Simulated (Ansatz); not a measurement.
Ansatz results at the PBE0-D4/def2-TZVP geometry: LUMO energy (PBE0/def2-TZVPP) -1.03 eV; size of the dipole moment (B3LYP/def2-TZVPP) 2.10 D; size of the dipole moment (ωB97M-V/def2-TZVPP) 2.14 D.

Task: Which molecule gave them?
A. `C=C(C)CN`
B. `C[Si]1(Br)O[SiH2]1`
C. `C[B]([GaH2])[TeH]`
D. `N[Si]1(F)COC1`

Result: B. The others give `N[Si]1(F)COC1`: 0.70, 2.91, 2.94; `C[B]([GaH2])[TeH]`: -1.81, 1.37, 1.39; `C=C(C)CN`: 0.39, 1.07, 1.09.

B3LYP here is the variant with VWN-RPA as its local correlation; programs differ in this.
